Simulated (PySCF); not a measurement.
s-indacene (C12H8), SMILES C1=Cc2cc3c(cc2=C1)C=CC=3. Geometry optimised at PBE-D3(BJ)/def2-SVP.

### Question
Give the equilibrium geometry at PBE-D3(BJ)/def2-SVP (PySCF confirms it by a frequency run) as Cartesian coordinates in Å, and its point group. (Estimate from the structure and the level; the computed values follow.)

### Answer
point group D2h.
```xyz
20

C      0.0000     0.0000     3.4041
C      0.0000     1.1476     2.5772
C      0.0000     0.7263     1.2087
C      0.0000     1.4468     0.0000
C      0.0000     0.7263    -1.2087
C      0.0000    -0.7263    -1.2087
C      0.0000    -1.4468     0.0000
C      0.0000    -0.7263     1.2087
C      0.0000    -1.1476     2.5772
C      0.0000    -1.1476    -2.5772
C      0.0000     0.0000    -3.4041
C      0.0000     1.1476    -2.5772
H      0.0000     0.0000     4.5013
H      0.0000     2.1911     2.9220
H      0.0000     2.5494     0.0000
H      0.0000    -2.5494     0.0000
H      0.0000    -2.1911     2.9220
H      0.0000    -2.1911    -2.9220
H      0.0000     0.0000    -4.5013
H      0.0000     2.1911    -2.9220
```
Charge 0, spin multiplicity 1.
